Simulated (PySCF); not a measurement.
## Ta²⁺ (tantalum, charge +2) across methods

[Xe] 4f14 5d2 6p1, one real determinant (an excited configuration). All numbers are calculated (PySCF 2.14, a scalar-relativistic core potential, in aug-cc-pVTZ-PP with one added diffuse shell each of s, p, d, f, g type with ECP60MDF (7s7p6d4f3g, 113 functions)). The B2PLYP total includes its PT2 part (frozen core); its orbital energies are those of the SCF part.

| method | E (hartree) | mean ε 5p β (eV) | mean ε 5d α (eV) | mean ε 6p α (eV) | Σ⟨r²⟩ (bohr²) | ⟨S²⟩ |
| --- | --- | --- | --- | --- | --- | --- |
| r2SCAN | -56.2421 | -58.562 | -22.879 | -14.751 | 36.10 | 3.751 |
| B2PLYP | -56.0499 | -62.116 | -25.296 | -15.635 | 36.47 | 3.752 |
| LDA | -56.0440 | -57.615 | -22.418 | -14.793 | 36.14 | 3.750 |
| TPSS | -56.2229 | -57.924 | -22.585 | -14.663 | 36.09 | 3.751 |
| PBE | -56.2319 | -57.709 | -22.522 | -14.741 | 36.07 | 3.751 |
| PBE0 | -56.2065 | -59.974 | -23.991 | -15.283 | 36.18 | 3.751 |
| UHF | -55.76612 | -65.604 | -27.768 | -16.521 | 37.02 | 3.754 |

Estimate the same row for M06-2X.

E (hartree) = -56.1083; mean ε 5p β (eV) = -61.974; mean ε 5d α (eV) = -25.035; mean ε 6p α (eV) = -16.086; Σ⟨r²⟩ (bohr²) = 36.04; ⟨S²⟩ = 3.751.

⟨L²⟩ = 13.97 against 20 for a pure G term, so this real determinant mixes terms. Energies and moments cover only the electrons outside the core potential. Spin-orbit coupling, absent here, splits the open shell strongly.
